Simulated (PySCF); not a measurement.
Two-component Hartree-Fock for Nb³⁴⁺ (niobium, charge +34)

Start: [He] 2s2 2p3; 2p1/2 filled at m_j = -1/2, +1/2; 2p3/2 filled at m_j = +3/2. Calculated with PySCF 2.14 in an uncontracted even-tempered set (17 s from 14 bohr⁻², ratio 2.4; 12 p from 18 bohr⁻², ratio 2.4; 5 d from 65 bohr⁻², ratio 2.6; 4 f from 97 bohr⁻², ratio 2.6): generalised Hartree-Fock with the X2C-1e Hamiltonian and a Gaussian nucleus; one run each with spin-orbit coupling (SO) switched off, then screened by Boettger's factors.

```
spinor shell  electrons  ε, spin-free (eV)  ε, screened SO (eV)  weight of nominal j (screened SO)  rms radius, screened SO (bohr)
       1s1/2          2           -21490.6             -21484.6                              1.000                          0.0413
       2s1/2          2            -4787.8              -4786.1                              1.000                           0.163
       2p1/2          2            -4600.9              -4646.3                              0.986                           0.141
       2p3/2          1            -4600.9              -4550.0                              1.000                           0.144
```

| quantity | spin-free | screened SO |
| --- | --- | --- |
| E (hartree) | -2612.42707 | -2615.21431 |
| M_J | 3/2 | 3/2 |
| ⟨J²⟩ | 3.750 | 3.751 |
| ⟨L²⟩ | 0.000 | 1.996 |
| ⟨S²⟩ | 3.750 | 1.804 |

Each row is a mean over spinors that exchange with the open shell spreads, by up to 46.835 eV (2s1/2).

Breit and QED terms are absent; they matter most for the inner s and p1/2 levels.

Densities and radii are taken from the X2C orbitals without a picture-change correction, which distorts them close to the nucleus.

Without spin-orbit coupling the j labels of p, d and f shells carry no meaning; the spin-free column gives the mean over the occupied spinors of each nl shell.
